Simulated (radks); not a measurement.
Results of a calculation; reference values are marked as such.
Initial-state core-level shifts of the calcium ion Ca+ when its valence configuration changes from [Ar] 4s1. Code: a radial shooting solver on a logarithmic mesh with Libxc functionals. Model: non-relativistic Kohn-Sham, PBEsol, spin-polarised, spherical densities, point nucleus; open shells are filled with parallel spins first. Shifts are changes of the shell-averaged eigenvalues in eV (positive: less bound); the change of the density at the nucleus, which sets a Mossbauer isomer shift, is in e/bohr^3, on a base of 5312.

valence      2s      2p      3s      3p  density at nucleus
3d1      +4.585  +4.517  +4.064  +3.850             -3.1907
4p1      -1.258  -1.254  -1.232  -1.206             -2.5027
